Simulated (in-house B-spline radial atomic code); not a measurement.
Successive ionisation energies of europium; each step leads to the configuration of the next row (after the last: [Ne] 3s2 3p1/2(2) 3p3/2(3)). Dirac energy differences include first-order Breit, QED and recoil terms. NIST's values go from ground level to ground level; the uncertainty of those that are theory runs from under 0.1 % in few-electron ions to several per cent in heavy many-electron ones. Computed with a radial B-spline atomic code at the basis-set limit: Dirac-Hartree-Fock, jj configuration that fills j = l - 1/2 first, finite nuclei.

A number in brackets counts the electrons of a j subshell.

```csv
ion,configuration,ionisation energy (eV),tabulated value (eV),computed minus tabulated (eV),highest orbital,largest mean radius (bohr)
Eu29+,[Ar] 3d10 4s2 4p1/2(2) 4p3/2(2),1122.9,1124,-1,4p3/2,0.53061
Eu30+,[Ar] 3d10 4s2 4p1/2(2) 4p3/2(1),1166.6,1167,0,4p3/2,0.52673
Eu31+,[Ar] 3d10 4s2 4p1/2(2),1248.6,1249,0,4p1/2,0.50591
Eu32+,[Ar] 3d10 4s2 4p1/2(1),1296.4,1296,0,4p1/2,0.50255
Eu33+,[Ar] 3d10 4s2,?,?,?,?,?
Eu34+,[Ar] 3d10 4s1,1454.2,1456.06,-2,4s1/2,0.49626
Eu35+,[Ar] 3d10,?,?,?,?,?
Eu36+,[Ar] 3d3/2(4) 3d5/2(5),2596.6,2591,6,3d5/2,0.24342
Eu37+,[Ar] 3d3/2(4) 3d5/2(4),2700.1,2697,3,3d5/2,0.24177
Eu38+,[Ar] 3d3/2(4) 3d5/2(3),?,?,?,?,?
Eu39+,[Ar] 3d3/2(4) 3d5/2(2),2911.8,2914,-2,3d5/2,0.23851
Eu40+,[Ar] 3d3/2(4) 3d5/2(1),3019.9,3022,-2,3d5/2,0.23715
Eu41+,[Ar] 3d3/2(4),3168.2,3168,0,3d3/2,0.23581
Eu42+,[Ar] 3d3/2(3),3280.5,3279,2,3d3/2,0.23444
Eu43+,[Ar] 3d3/2(2),3394.4,3398,-4,3d3/2,0.23308
Eu44+,[Ar] 3d3/2(1),3509.9,3510,0,3d3/2,0.23173
Eu45+,[Ne] 3s2 3p6,3822.7,3823,0,3p3/2,0.23039
```

(1) Fill in the row of Eu33+.

(2) Fill in the row of Eu35+.

(3) Fill in the row of Eu38+.

(4) Where is the largest jump?

## Answers

(1) ionisation energy (eV): 1405.7; tabulated value (eV): 1406; computed minus tabulated (eV): 0; highest orbital: 4s1/2; largest mean radius (bohr): 0.49968.

(2) ionisation energy (eV): 2494.7; tabulated value (eV): 2495; computed minus tabulated (eV): 0; highest orbital: 3d5/2; largest mean radius (bohr): 0.24508.

(3) ionisation energy (eV): 2805.2; tabulated value (eV): 2807; computed minus tabulated (eV): -2; highest orbital: 3d5/2; largest mean radius (bohr): 0.24013.

(4) From Eu34+ to Eu35+, by a factor of 1.72 (1454.2 to 2494.7 eV); the highest orbital goes from 4s1/2 to 3d5/2.
